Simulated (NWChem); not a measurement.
Molecule: CH5ClFNSi; SMILES NC[Si@H](F)Cl

```xyz
10

N     -0.4523     2.6231    -0.0233
C     -0.9174     1.2516    -0.3166
Si     0.2242    -0.0766     0.3710
F      1.6885     0.1326    -0.2777
Cl    -0.4228    -1.9896    -0.1021
H     -0.3902     2.7774     0.9817
H      0.4811     2.7712    -0.4030
H     -1.0152     1.1407    -1.4035
H     -1.9307     1.1302     0.0862
H      0.3784     0.0099     1.8425
```
Atoms are numbered in this order, from 1.

Results from NWChem. Medium grid unless said otherwise, to which SCAN and Minnesota functionals are sensitive. The geometry was optimised at B3LYP/6-31G* (spherical d). Hybrids' shares of exact exchange are those that their runs print; pure functionals count as 0. The functionals differ in more than this share.

| row | share of exact exchange | orbital gap (eV) |
|---|---|---|
| PBE/def2-SVP | 0.00 | 5.23 |
| LDA (Slater exchange, VWN5)/def2-SVP | 0.00 | 5.06 |
| TPSSh/def2-SVP | 0.10 | 6.47 |
| B3LYP/def2-SVP | 0.20 | 7.12 |
| M06-2X/def2-SVP | 0.54 | 9.79 |
| Hartree-Fock/def2-SVP | 1.00 | withheld |

**Question.** Fit a straight line of the last column on the one before it, predict the withheld value, and compare with the run.

**Answer.** 
1. Means of the 5 shown rows: x = 0.168, y = 6.734. Slope Σ(x − x̄)(y − ȳ)/Σ(x − x̄)² = 1.701/0.2005 = 8.485; intercept 5.309.
2. The shown rows scatter about the line by 0.194 (root mean square); the largest residual is +0.31, at TPSSh/def2-SVP.
3. At x = 1.00 (Hartree-Fock/def2-SVP; beyond the shown range) the line gives 13.79.
4. The run gives 14.67, +0.88 from the line, 4.5 times the scatter.
